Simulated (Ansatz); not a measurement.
Molecule: MoCl2, net charge 0, quintet state. The spin state was set by rule; other spins were not relaxed. 
Geometry from a B3LYP-D3(BJ)/def2-TZVP (Ansatz, a program for electronic structure) optimisation:
```
Mo
Cl 1 2.2773
Cl 1 2.2773 2 131.44
```
Charge 0, spin multiplicity 5.

Dipole moments at this geometry, in debye (magnitudes).

| level | program | dipole (D) |
|---|---|---|
| revPBE/def2-TZVPD | Ansatz | 2.14 |
| PBE0/def2-TZVPD | Ansatz | 2.60 |
| BHLYP/def2-TZVPD | Ansatz | 3.07 |
| CAM-B3LYP/def2-TZVPD | Ansatz | 2.77 |
| wB97X-V/def2-TZVPD | Ansatz | 2.89 |
| CCSD(T)/def2-SVPD | Ansatz | 2.88 |
